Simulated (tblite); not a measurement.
Species: C6H10NO (doublet state).
Z-matrix (Å and degrees, GFN2-xTB geometry), rows numbered from 1:
```
C 
C   1  1.4727
C   2  1.4801  1  118.94
C   3  1.5308  2  113.68  1   171.18
O   4  1.4147  3  105.85  2    77.25
C   5  1.4101  4  107.83  3    34.96
C   6  1.5134  5  107.03  4   -24.31
N   7  1.2593  3  123.29  2    75.78
H   1  1.0991  2  109.26  3    52.13
H   1  1.0861  2  111.87  3   173.36
H   1  1.0929  2  110.93  3   -64.47
H   2  1.0768  1  120.62  3  -161.12
H   3  1.0902  2  112.34  1    39.30
H   4  1.0905  3  113.33  2   -40.23
H   4  1.1004  3  110.33  2  -163.26
H   6  1.0941  5  108.54  4  -146.61
H   6  1.1028  5  110.97  4    94.13
H   8  1.0163  7  115.78  3  -174.85
```

Computed values, GFN2-xTB/tblite, gas phase, harmonic and unscaled. This tight-binding method is rough: wavenumbers can miss measured ones by several per cent, in bad cases by 10 to 20. One conformer, not necessarily the lowest. Open shells enter through the occupations alone, without spin polarisation, and single modes of such species can be off by tens of per cent.

Harmonic wavenumbers (cm⁻¹): 91.0, 115.5, 157.9, 170.1, 200.7, 290.2, 380.4, 406.9, 481.2, 500.9, 609.3, 711.8, 783.8, 860.0, 887.1, 951.4, 963.7, 983.1, 990.7, 1005.1, 1047.2, 1097.5, 1127.7, 1147.9, 1160.7, 1177.9, 1210.1, 1218.3, 1235.2, 1270.1, 1301.1, 1345.0, 1390.6, 1446.5, 1446.6, 1473.8, 1474.5, 1720.9, 2834.5, 2863.7, 2874.1, 2944.0, 2957.5, 2972.1, 2994.1, 3050.3, 3109.6, 3344.5.

A = 3200, B = 1884, C = 1392 MHz; mass 112.076 u (most abundant isotopes); point group C1, symmetry number 1; spin multiplicity 2.

Question: Zero-point energy?

Answer: Half the sum of the wavenumbers: 32388 cm⁻¹ = 387.45 kJ/mol.

Question: Give the ideal-gas entropy at 200 K and 1 bar in the rigid-rotor, harmonic-oscillator model (classical rotation).

Answer: Translation 159.41, rotation 112.34, vibration 54.44, spin (R ln 2) 5.76: S = 332.0 J/(mol K).

Question: And Cp and H(200 K) − H(0)?

Answer: Cp = 101.13 J/(mol K), of which vibrations give 67.88 (their classical limit is 48 R = 399.1); H(200 K) − H(0) = 13.12 kJ/mol without the zero-point energy, 6.47 from vibrations.

Question: Which modes carry the vibrational entropy at 200 K?

Answer: 91.0 cm⁻¹: 11.98; 115.5 cm⁻¹: 10.09; 157.9 cm⁻¹: 7.69; 170.1 cm⁻¹: 7.14; 200.7 cm⁻¹: 5.95; 290.2 cm⁻¹: 3.56 J/(mol K); the other 42 give 8.04 together.

Question: Blend soft modes into free rotors: weight 1/[1 + (100 cm⁻¹/ν̃)⁴] for the oscillator and the rest for a rotor with moment μB/(μ + B), μ = h/(8π²ν), B = 10⁻⁴⁴ kg m². What vibrational entropy results?

Answer: 53.87 J/(mol K) in place of 54.44, which changes −T·S at 200 K by +0.11 kJ/mol.

Hindered rotation and anharmonicity are outside this model. Other conformers, if any are populated, would add a mixing term that is left out. The structure is chiral; the term R ln 2 for an equal mix with its mirror image is left out.
